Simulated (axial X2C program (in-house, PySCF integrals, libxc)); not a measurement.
# Potential curves of AlGa, spin-free

Calculated with an in-house relativistic program for diatomic molecules. Spin-free means the one-electron spin-free X2C Hamiltonian. Basis: Ga dyall-v3z [9s9p7d1f], Al dyall-v3z [8s8p2d1f] (cores contracted in-house); Gaussian nuclei, density fitting, unrestricted open shells. Masses: Ga 68.926 u, Al 26.982 u.

State: M_S = 1, Λ = 0 (beyond evenly filled blocks: π+α, π-α). Energies in kJ/mol from the fragments at the same level (Ga + Al). Fits are polynomials in 1 − R0/R over 0.85 to 1.23 times the lowest point R0.

```
 R (Å)     PBE0
2.1385   -94.47
2.2368  -119.00
2.3105  -129.40
2.3843  -134.68
2.4580  -136.03
2.5440  -133.87
2.6301  -128.83
2.7407  -119.56
2.8759  -105.77
3.0725   -83.99
```

Dissociation energies refer to the lowest single-determinant-based atoms at the same level and basis. The state is one determinant with fixed occupations, lowest in a PBE0 search at one distance only: followed along the bond, the spin-free determinant M_S = 1, Λ = 1 reaches 0.03 eV lower at PBE0, at Re = 2.710 Å, so the state shown is not the lowest. Spin-free De lacks the spin–orbit lowering of the heavy p-block atom, a tenth of an eV or more for 4p and 5p, up to an eV for 6p and one to two eV for 7p atoms, less what an open-shell molecule gains itself.

**Question.** What are Re, ωe and De at the PBE0 level?

**Answer.** At PBE0, spin-free: Re = 2.451 Å, ωe ≈ 286 cm⁻¹, De = 1.41 eV to Ga + Al; Be follows as 0.145 cm⁻¹.
